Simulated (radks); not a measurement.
Values are calculated unless marked as measured or tabulated.
The gold ion Au+ inside a hard spherical wall (all orbitals vanish at R), configuration held at [Xe] 4f14 5d10 and not refilled when levels cross. Code: a radial shooting solver on a logarithmic mesh with Libxc functionals. Model: scalar-relativistic Kohn-Sham, PBEsol, spin-polarised, spherical densities, finite nucleus; Fermi nuclear charge, rms radius 5.4371 fm. Eigenvalues in eV for spin up, with the zero of energy where the potential of the charges vanishes at infinity; a dash marks a level that is unbound or too diffuse for the functional's potential to be trusted. A positive occupied level is held by the wall or, in an anion where self-interaction has pushed it up, behind a barrier. The pressure on the wall is -dE/dV.

\begin{tabular}{lrrrrrrrrr}
R (bohr) & E (hartree) & kinetic (hartree) & e(5s) & e(4f) & e(5p) & e(5d) & e(6s, empty) & e(6p, empty) & pressure (GPa) \\ \hline
free & -19002.0207 & 21246.728 & -116.87 & -89.662 & -68.371 & -15.357 & -13.216 & -6.613 & 0 \\
20 & -19002.0207 & 21246.728 & -116.87 & -89.662 & -68.371 & -15.357 & -13.216 & -6.613 & < 0.0001 \\
6 & -19002.0180 & 21246.754 & -116.74 & -89.525 & -68.243 & -15.242 & -13.010 & -5.671 & 0.331 \\
4 & -19001.8999 & 21247.517 & -114.27 & -86.908 & -65.899 & -13.054 & -9.215 & 1.568 & 34.2 \\
2.5 & -18999.3328 & 21259.427 & -96.487 & -66.505 & -49.122 & 5.882 & 29.048 & 54.480 & 2330 \\
2 & -18992.6997 & 21287.374 & -74.385 & -39.581 & -26.213 & 35.125 & 95.096 & 135.02 & 14600 \\
1.5 & -18961.2950 & 21406.274 & -9.930 & 30.226 & 47.855 & 128.80 & 310.24 & 376.86 & 138000 \\
\end{tabular}
